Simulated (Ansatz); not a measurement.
`[GeH3][CH]1[CH2][GaH]1` + `ClCBr` → `Cl[CH]([GeH3])Br` + `[CH2]1[CH2][GaH]1` at 298.15 K and 1 bar (formal exchange of groups at a Ge–C bond).

Calculated with Ansatz (gas phase, PBE0-D4/def2-TZVP geometries, no zero-point term in ΔE). CCSD(T)/CBS adds triple-zeta CCSD(T) − MP2 to the extrapolated MP2 energy (def2 sets, frozen cores). For Br, Ga, Ge outer-core shells are correlated without core-valence functions, which leaves a few kJ/mol of doubt a bond. Scalar relativity is left out up to krypton.

| species | CCSD(T)/CBS energy (Eh) | H − E (kJ/mol) | S (J/(mol·K)) |
| --- | --- | --- | --- |
| `[GeH3][CH]1[CH2][GaH]1` | -4080.30519 | 210.2 | 351.7 |
| `ClCBr` | -3072.34323 | 88.1 | 287.4 |
| `Cl[CH]([GeH3])Br` | -5149.64977 | 128.9 | 352.4 |
| `[CH2]1[CH2][GaH]1` | -2002.97474 | 166.0 | 280.5 |

H − E and S are ideal-gas, rigid-rotor, harmonic terms from PBE0-D4/def2-TZVP, for one conformer and one mirror image of each species. 1 Eh = 2625.50 kJ/mol, R = 8.31446 J/(mol·K).

By hand: ΔE, ΔH, ΔS and ΔG.

ΔE = (-5149.64977) + (-2002.97474) − (-4080.30519) − (-3072.34323) = 0.02391 Eh = 62.8 kJ/mol. Δ(H − E) = 128.9 + 166.0 − 210.2 − 88.1 = -3.4, so ΔH = 59.4 kJ/mol. ΔS = 352.4 + 280.5 − 351.7 − 287.4 = -6.2 J/(mol·K). ΔG = 59.4 − 298.15 × (-6.2)/1000 = 61.2 kJ/mol.

By hand: the equilibrium constant, and the temperature at which ΔG would vanish if ΔH and ΔS stayed fixed.

log₁₀ K = −ΔG/(RT ln 10) = -10.7. ΔH and −TΔS have one sign here, so there is no such temperature.

The number of gas molecules stays the same, so ΔS is small and ΔH decides. A doubt of 5 kJ/mol in ΔE shifts log₁₀ K by 0.9 here. Other conformers and mirror images would add mixing entropy, several J/(mol·K) or more a flexible species. These are equilibria of isolated gas molecules and say nothing of rates. Largest T1 diagnostic: 0.016 (customary marks: 0.02 for closed shells, 0.045 for open ones).

ΔS is within the doubt of such terms, so its sign, and with it that verdict, could turn.
